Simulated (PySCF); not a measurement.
C3HBrClF, SMILES FC(Br)=C=CCl.

The structure is a stationary point at PBE-D3(BJ)/def2-SVP. This is a generated structure with no PubChem entry under its InChIKey; it may be hypothetical.

All values below come from TDDFT-B3LYP/def2-SVPD in PySCF.

Vertical excitations. The molecule is in vacuum.

Computed lowest excited states:
```csv
state,energy (eV),λ (nm),f,main pairs
S1,4.30,288,0.000,HOMO→LUMO 98 %
S2,5.15,241,0.001,HOMO−1→LUMO+1 96 %
S3,5.29,234,0.022,"HOMO−1→LUMO 65 %, HOMO→LUMO+1 26 %"
S4,5.94,209,0.077,"HOMO−2→LUMO 68 %, HOMO→LUMO+1 21 %"
S5,5.98,207,0.001,HOMO→LUMO+2 84 %
S6,6.07,204,0.011,HOMO−3→LUMO 95 %
S7,6.16,201,0.583,"HOMO→LUMO+1 41 %, HOMO−1→LUMO 22 %, HOMO−2→LUMO 19 %"
S8,6.44,193,0.001,HOMO−2→LUMO+1 98 %
S9,6.47,192,0.001,HOMO−4→LUMO 91 %
S10,6.62,187,0.001,HOMO−3→LUMO+1 95 %
T1,3.75,331,0,HOMO−1→LUMO 82 %
T2,3.94,315,0,HOMO→LUMO 96 %
T3,4.02,309,0,HOMO→LUMO+1 82 %
T4,4.80,258,0,HOMO−1→LUMO+1 96 %
```
Triplets are in the Tamm–Dancoff approximation, which puts them higher than full response would, so one can lie above its singlet here.
